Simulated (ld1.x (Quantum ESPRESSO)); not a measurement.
**Pseudopotential generation for carbon (C): TM, PBE, scalar-relativistic.**

The input file (ld1.x (Quantum ESPRESSO) 7.5):

```
&input
   title='C', zed=6., rel=1, dft='PBE', iswitch=3,
   config='[He] 2s2 2p2 3d-2',
   nld=3, rlderiv=2.75, eminld=-3.0, emaxld=5.0, deld=0.02
 /
 &inputp
   pseudotype=2, tm=.true., lloc=-1, rcloc=1.45,
   nlcc=.true., rcore=0.50,
   file_pseudopw='C.UPF', file_wfcaegen='ae.wfc', file_wfcncgen='nc.wfc', file_beta='beta', file_chi='chi'
 /
3
2S  1  0   2.00   0.00  0.95  0.95  0.0
2P  2  1   2.00   0.00  2.35  2.35  0.0
3D  3  2  -2.00   0.05  2.55  2.55  0.0
 &test
   configts(1)='2s2 2p2'
 /
```

Command:

```bash
ld1.x < C.in > C.out
```

The program printed (shortened: banner, matrices, multipoles, cross overlaps and the repeated all-electron block are left out):

```
Program LD1 v.7.5
     --------------------------- All-electron run ----------------------------

     C
     scalar relativistic calculation

     atomic number is  6.00
     dft =PBE   lsd =0 sic =0 latt =0  beta=0.20 tr2=1.0E-14
     Exchange-correlation= PBE
                           (   1   4   3   4   0   0   0)
     mesh =1073 r(mesh) = 100.30751 a.u. xmin = -7.00 dx = 0.01250
     1 Ry =  13.60569312 eV, c = 137.03599908

     n l     nl                  e(Ry)          e(Ha)          e(eV)
     1 0     1S 1( 2.00)       -20.0931       -10.0465      -273.3801
     2 0     2S 1( 2.00)        -1.0107        -0.5053       -13.7509
     2 1     2P 1( 2.00)        -0.3885        -0.1942        -5.2856

     final scf error:  9.9E-15 reached in  29 iterations

     Etot =     -75.529950 Ry,     -37.764975 Ha,   -1027.637314 eV

     Ekin =      75.328024 Ry,      37.664012 Ha,    1024.889976 eV
     Encl =    -176.093472 Ry,     -88.046736 Ha,   -2395.873743 eV
     Eh   =      35.391585 Ry,      17.695793 Ha,     481.527051 eV
     Exc  =     -10.156087 Ry,      -5.078043 Ha,    -138.180598 eV

     normalization and overlap integrals

     s(1S/1S) =  1.000000  <r> =   0.2706  <r2> =    0.0993  r(max) =   0.1730
     s(2S/2S) =  1.000000  <r> =   1.5715  <r2> =    2.9912  r(max) =   1.2162
     s(2P/2P) =  1.000000  <r> =   1.7999  <r2> =    4.2589  r(max) =   1.2011

     ------------------------ End of All-electron run ------------------------

     --------------------- Generating NC pseudopotential ---------------------

      Generating local potential from pseudized AE potential:
      Matching radius rcloc =   1.4500

      Local pseudo, rcloc= 1.467 Estimated cut-off energy=    11.25 Ry

      Computing core charge for nlcc:

       r > 0.50 : true rho core
       r < 0.50 : rho core = a sin(br)/r    a=   5.06  b=   5.18

      Integrated core pseudo-charge :   0.70

      Wfc   2S  rcut= 0.959  Using Troullier-Martins method

      Wfc   2P  rcut= 2.359  Using Troullier-Martins method

      Wfc   3D  rcut= 2.543  Using Troullier-Martins method

     ------------------- End of pseudopotential generation -------------------

     Computing logarithmic derivative in   2.75801
     Computing logarithmic derivative in   2.75801
     Computing the partial wave expansion
     R is outside the sphere for l=    0 j= 0.00
     R is outside the sphere for l=    1 j= 0.00
     R is outside the sphere for l=    2 j= 0.00

     ---------------------- Testing the pseudopotential ----------------------

     C
     scalar relativistic calculation

     atomic number is  6.00   valence charge is  4.00
     dft =PBE   lsd =0 sic =0 latt =0  beta=0.20 tr2=1.0E-14
     mesh =1073 r(mesh) = 100.30751 xmin = -7.00 dx = 0.01250

     n l     nl             e AE (Ry)        e PS (Ry)    De AE-PS (Ry)
     1 0     2S   1( 2.00)       -1.01067       -1.01067        0.00001
     2 1     2P   1( 2.00)       -0.38849       -0.38849        0.00000

     eps = 3.6E-15  iter =  4

     Etot =     -75.529950 Ry,     -37.764975 Ha,   -1027.637314 eV
     Etotps =   -11.812856 Ry,      -5.906428 Ha,    -160.722093 eV

     Ekin =       5.854900 Ry,       2.927450 Ha,      79.659972 eV
     Encl =     -22.377625 Ry,     -11.188813 Ha,    -304.463104 eV
     Ehrt =       8.659855 Ry,       4.329927 Ha,     117.823328 eV
     Ecxc =      -4.057175 Ry,      -2.028587 Ha,     -55.200672 eV
     (Ecc =      -1.123202 Ry,      -0.561601 Ha,     -15.281935 eV)
     Epseu=       0.107189 Ry,       0.053595 Ha,       1.458383 eV

     ---------------------- End of pseudopotential test ----------------------
```

Generation and configuration tests took about 2.2 s on one core of a shared server CPU.

Transferability test of the new file with ld1.x, input:

```
&input
   title='C', zed=6., rel=1, dft='PBE', iswitch=2,
   config='[He] 2s2 2p2 3d-2'
 /
 &test
   file_pseudo='C.UPF', nconf=8,
   configts(1)='2s2 2p2',
   configts(2)='2s2 2p1',
   configts(3)='2s2 2p0',
   configts(4)='2s1 2p0',
   configts(5)='2s1 2p2',
   configts(6)='2s1 2p3',
   configts(7)='2s2 2p2.3',
   configts(8)='2s0 2p4'
 /
```

```bash
ld1.x < C.test.in > C.test.out
```

Pseudopotential blocks of its output, shortened (energy terms left out; the distinct warnings before each block abridged to one line each):

```
     ---------------------- Testing the pseudopotential ----------------------

     n l     nl             e AE (Ry)        e PS (Ry)    De AE-PS (Ry)
     1 0     2S   1( 2.00)       -1.01067       -1.01067        0.00001
     2 1     2P   1( 2.00)       -0.38849       -0.38849        0.00000

     eps = 1.7E-15  iter =  4

     Etot =     -75.529949 Ry,     -37.764975 Ha,   -1027.637311 eV
     Etotps =   -11.812856 Ry,      -5.906428 Ha,    -160.722092 eV

     ---------------------- End of pseudopotential test ----------------------

          ---------------------- Testing the pseudopotential ----------------------

     n l     nl             e AE (Ry)        e PS (Ry)    De AE-PS (Ry)
     1 0     2S   1( 2.00)       -1.89321       -1.88960       -0.00361
     2 1     2P   1( 1.00)       -1.24984       -1.23822       -0.01162  !

     eps = 3.8E-15  iter =  7

     Etot =     -74.731642 Ry,     -37.365821 Ha,   -1016.775790 eV
     Etotps =   -11.018310 Ry,      -5.509155 Ha,    -149.911747 eV
     dEtot_ae =       0.798307 Ry
     dEtot_ps =       0.794546 Ry,   Delta E=       0.003761 Ry

     ---------------------- End of pseudopotential test ----------------------

          ---------------------- Testing the pseudopotential ----------------------

     n l     nl             e AE (Ry)        e PS (Ry)    De AE-PS (Ry)
     1 0     2S   1( 2.00)       -2.96779       -2.93720       -0.03060  !
     2 1     2P   1( 0.00)       -2.33472       -2.27139       -0.06334  !

     eps = 2.7E-15  iter =  7

     Etot =     -72.956190 Ry,     -36.478095 Ha,    -992.619534 eV
     Etotps =    -9.275560 Ry,      -4.637780 Ha,    -126.200425 eV
     dEtot_ae =       2.573759 Ry
     dEtot_ps =       2.537296 Ry,   Delta E=       0.036463 Ry

     ---------------------- End of pseudopotential test ----------------------

          Warning: n=2, l=1 expected 0 nodes, found 1
     ---------------------- Testing the pseudopotential ----------------------

     n l     nl             e AE (Ry)        e PS (Ry)    De AE-PS (Ry)
     1 0     2S   1( 1.00)       -4.12371       -4.08111       -0.04260  !
     2 1     2P   1( 0.00)       -3.53554       -3.41086       -0.12468  !

     eps = 7.8E-15  iter =  7

     Etot =     -69.413985 Ry,     -34.706993 Ha,    -944.425382 eV
     Etotps =    -5.769912 Ry,      -2.884956 Ha,     -78.503658 eV
     dEtot_ae =       6.115964 Ry
     dEtot_ps =       6.042943 Ry,   Delta E=       0.073021 Ry

     ---------------------- End of pseudopotential test ----------------------

          ---------------------- Testing the pseudopotential ----------------------

     n l     nl             e AE (Ry)        e PS (Ry)    De AE-PS (Ry)
     1 0     2S   1( 1.00)       -1.90007       -1.91090        0.01083  !
     2 1     2P   1( 2.00)       -1.25670       -1.25886        0.00216

     eps = 9.7E-15  iter =  7

     Etot =     -74.088243 Ry,     -37.044121 Ha,   -1008.021894 eV
     Etotps =   -10.366595 Ry,      -5.183298 Ha,    -141.044711 eV
     dEtot_ae =       1.441707 Ry
     dEtot_ps =       1.446261 Ry,   Delta E=      -0.004554 Ry

     ---------------------- End of pseudopotential test ----------------------

          ---------------------- Testing the pseudopotential ----------------------

     n l     nl             e AE (Ry)        e PS (Ry)    De AE-PS (Ry)
     1 0     2S   1( 1.00)       -1.04376       -1.04823        0.00447
     2 1     2P   1( 3.00)       -0.41985       -0.42274        0.00290

     eps = 3.0E-15  iter = 14

     Etot =     -74.906837 Ry,     -37.453419 Ha,   -1019.159439 eV
     Etotps =   -11.188958 Ry,      -5.594479 Ha,    -152.233525 eV
     dEtot_ae =       0.623112 Ry
     dEtot_ps =       0.623898 Ry,   Delta E=      -0.000786 Ry

     ---------------------- End of pseudopotential test ----------------------

          ---------------------- Testing the pseudopotential ----------------------

     n l     nl             e AE (Ry)        e PS (Ry)    De AE-PS (Ry)
     1 0     2S   1( 2.00)       -0.79555       -0.79506       -0.00048
     2 1     2P   1( 2.30)       -0.18408       -0.18424        0.00016

     eps = 2.9E-15  iter =  8

     Etot =     -75.615088 Ry,     -37.807544 Ha,   -1028.795687 eV
     Etotps =   -11.898040 Ry,      -5.949020 Ha,    -161.881077 eV
     dEtot_ae =      -0.085139 Ry
     dEtot_ps =      -0.085184 Ry,   Delta E=       0.000045 Ry

     ---------------------- End of pseudopotential test ----------------------

          ---------------------- Testing the pseudopotential ----------------------

     n l     nl             e AE (Ry)        e PS (Ry)    De AE-PS (Ry)
     1 0     2S   1( 0.00)       -1.07284       -1.08142        0.00859  !
     2 1     2P   1( 4.00)       -0.44775       -0.45325        0.00550  !

     eps = 8.4E-15  iter = 14

     Etot =     -74.282291 Ry,     -37.141146 Ha,   -1010.662061 eV
     Etotps =   -10.562083 Ry,      -5.281042 Ha,    -143.704464 eV
     dEtot_ae =       1.247658 Ry
     dEtot_ps =       1.250773 Ry,   Delta E=      -0.003115 Ry

     ---------------------- End of pseudopotential test ----------------------
```
